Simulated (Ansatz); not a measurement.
The cluster Na4Li, relaxed as a doublet with UKS PBE/def2-TZVP in Ansatz, starting from the GFN1-xTB geometry. Force threshold 0.02 eV/Å.

The relaxation made no stability test and no search for a lower SCF solution. The structure comes from a short search, and lower isomers may exist.

Start:

| atom | x (Å) | y (Å) | z (Å) |
| --- | --- | --- | --- |
| Li1 | 0.0353 | 0.0362 | 0.0604 |
| Na2 | 1.1235 | -1.2039 | -0.4958 |
| Na3 | 0.4540 | -0.0422 | -0.4277 |
| Na4 | -1.4142 | 0.6117 | 0.5951 |
| Na5 | -0.1986 | 0.5981 | 0.2680 |

**Question.** Estimate the energy that the relaxation releases and the steps that it takes.

**Answer.** 15741.9 kJ/mol, in 22 steps; 60 s on 4 threads of Arm Neoverse V2 on a shared host. The force fell under the threshold at step 20, but the optimiser went on and released 0.005 eV more. No frequencies were taken in this run, so the end may be a saddle point.

**Question.** Does the start keep its bonding?

**Answer.** Bonds lost: Na2–Na4, Na2–Na5, Na3–Na4 (atoms count from 1).

**Question.** Predict the relaxed structure.

**Answer.** 
```xyz
5

Li   -0.293   -0.721    0.344
Na    1.809   -2.769   -0.875
Na    1.935    0.590   -1.533
Na   -2.777    0.459    1.956
Na   -0.674    2.441    0.109
```
Bond lengths (bridged metal pairs left out): 4 × Li–Na 3.18 to 3.20 Å; 3 × Na–Na 3.43 to 3.60 Å.
